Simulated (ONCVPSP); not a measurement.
# Transferability test, ONCV potential for carbon (C)

* Element: carbon
* Generator: ONCVPSP 4.0.1
* Type: optimised norm-conserving Vanderbilt (ONCV)
* Functional: LDA (Perdew-Wang 92)
* Relativity: scalar-relativistic
* Frozen core: [He]
* Valence charge: 4
* Reference configuration: 2s2 2p2
* Partial waves: 2s: rc 0.85 bohr, ncon 4, nbas 8, qcut 7 1/bohr, 2 projectors, debl 2.7 Ha; 2p: rc 2.40 bohr, ncon 3, nbas 7, qcut 5 1/bohr, 2 projectors, debl 3.1 Ha; d scattering state at 0.3 Ha: rc 1.95 bohr, ncon 4, nbas 7, qcut 4.6 1/bohr, 2 projectors, debl 3.5 Ha
* Local potential: polynomial inside 0.75 bohr (lpopt 3, dvloc0 0 Ha)
* Core correction: Teter function, fcfact 4.75, rcfact 1.7

Energies are relative to the spin-unpolarised reference configuration 2s2 2p2; without spin polarisation the order of configurations can differ from experiment.

```json
{"valence configuration": "2s2 2p1", "charge": "+1", "ΔE all-electron (eV)": "10.985", "error AE − PS (meV)": "+98"}
{"valence configuration": "2s2 2p1.5", "charge": "+0.5", "ΔE all-electron (eV)": "4.027", "error AE − PS (meV)": "+16"}
```

Task: What are ΔE and the potential's error for 2s1 2p0?

Result: ΔE = 83.209 eV all-electron; the error (AE − PS) is +1355 meV.

Task: What are ΔE and the potential's error for 2s2 2p0?

Result: ΔE = 35.243 eV all-electron; the error (AE − PS) is +748 meV.

Levels in the configuration 2s2 2p1:

| level | all-electron (eV) | pseudo (eV) |
| --- | --- | --- |
| 2s | -25.604 | -25.497 |
| 2p | -17.120 | -16.848 |

Note: ghosts flagged at negative energy: d at -280.2 eV; GHOST(+) flagged for s at 304.8 eV. A true bound ghost makes a file unfit for plane-wave use.
